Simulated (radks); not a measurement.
Valence configurations of Si3+ (all share [Ne]). Calculated with a radial shooting solver on a logarithmic mesh with Libxc functionals: non-relativistic Kohn-Sham, r2SCAN, spin-polarised, spherical densities, point nucleus; open shells are filled with parallel spins first; meta-GGA in the generalised Kohn-Sham scheme. Energies are relative to 3s1; eigenvalues in eV for spin up.

| valence | E (eV) | moment (Bohr magnetons) | e(3p) | e(3s) |
|---|---|---|---|---|
| 3s1 | 0.000 | 1 | - | -40.571 |
| 3s0.5 3p0.5 | 4.578 | 1 | -31.660 | -40.754 |
| 3p1 | 9.071 | 1 | -31.850 | - |

NIST lists [Ne] 3s1 as the ground configuration; this level of theory agrees among the configurations tried. The energies are those of spherical high-spin densities, not of single terms.
